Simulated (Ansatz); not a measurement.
Consider the redistribution: `CB[NH][AlH][CH3]` + `[OH][Al]([F])[CH2][SiH3]` → `C[BH][Al]([OH])[F]` + `[CH3][AlH][NH]C[SiH3]`.

Isolated molecules relaxed with PBE0-D4/def2-TZVP in Ansatz; ΔE leaves out vibrations. CCSD(T)/CBS is the MP2 limit (def2-TZVPP, def2-QZVPP) plus CCSD(T) − MP2 in def2-TZVPP, frozen cores. One conformer a species, not always the lowest.

| level | ΔE (kJ/mol) |
| --- | --- |
| MP2/def2-QZVPP | 277.4 |
| SCS-MP2/def2-QZVPP | 269.5 |

(1) What does CCSD(T)/CBS give? (Estimate.)

Largest T1 diagnostic among the species: 0.012.

## Answers

(1) Computed: +265.2 kJ/mol. The listed levels differ from it by 12.2, 4.3 kJ/mol.

From PBE to PBE0 (25 % exact exchange), in def2-TZVPP and without D4, ΔE moves by +8.2 kJ/mol.
